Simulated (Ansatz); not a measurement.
```yaml
crystal:
  periodic: [true, true, true]
  atoms:
    - {symbol: C, position_ang: [-0.095859, -1.217996, 0.908989]}
    - {symbol: S, position_ang: [1.288349, -0.400151, 0.047832]}
    - {symbol: Si, position_ang: [0.208706, 1.123045, -0.868284]}
    - {symbol: F, position_ang: [-0.914785, 0.580411, -1.833556]}
    - {symbol: F, position_ang: [1.194780, 2.015836, -1.706551]}
    - {symbol: F, position_ang: [-0.542286, 2.046595, 0.166870]}
    - {symbol: H, position_ang: [0.343327, -2.056466, 1.447216]}
    - {symbol: H, position_ang: [-0.828999, -1.594908, 0.198124]}
    - {symbol: H, position_ang: [-0.564833, -0.542567, 1.622259]}
basis:
  gaussian: {orbitals: def2-SVPD, point_charges: [{charge: 2.00, position_ang: [4.545, 0.525, -0.592]}]}
hamiltonian: {xc: {name: wB97M-V}}
```

```sh
$ ansatz run in.yaml --threads 4 --pin off --events-out ev --progress --plain --max-ram 10444MiB
```

It prints (some lines left out):

```
Error: YAML parse error: error: line 2 column 3: crystal: missing field `lattice` (a structure is typed as `lattice` and `atoms`, a molecule's as `atoms` in Å alone, or read from a run's directory, `checkpoint`)
 --> <input>:2:3
1 | crystal:
2 |   periodic: [true, true, true]
3 |   atoms:
4 |     - {symbol: C, position_ang: [-0.095859, -1.217996, 0.908989]}
```

In this input the molecule is marked periodic without a cell. The input was rejected before any iteration.
